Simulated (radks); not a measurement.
These are the eigenvalues of the occupied orbitals of an atom or ion with whole-number occupations (hartree). Calculated with a radial shooting solver on a logarithmic mesh with Libxc functionals: Dirac Kohn-Sham, BLYP, spin-unpolarised, spherical densities, point nucleus.

1s1/2: -1653.183
2s1/2: -268.5906
2p1/2: -254.3523
2p3/2: -233.7532
3s1/2: -58.46546
3p1/2: -52.36242
3p3/2: -48.22026
3d3/2: -37.61479
3d5/2: -36.71678
4s1/2: -11.53732
4p1/2: -9.21821
4p3/2: -8.31661
4d3/2: -4.50630
4d5/2: -4.34675
5s1/2: -1.51851
5p1/2: -0.90542
5p3/2: -0.78755
6s1/2: -0.12926
4f5/2: -0.02878
4f7/2: -0.01296

Which element is it, and in what charge state? The configuration may be excited. Open shells, if any, are shared by 2j + 1.

Answer. Z = 61, promethium, charge 0: Pm in [Kr] 4d10 4f6 5s2 5p5 6s2. The list shows which subshells hold electrons but not how many an open one holds; the 1s level, -1653.2 hartree, gives Z - s = 57.5 by -(Z - s)^2/2, which with screening and relativity narrows Z to a few neighbours, and the depths of the outer levels then fix element, charge and occupations together.
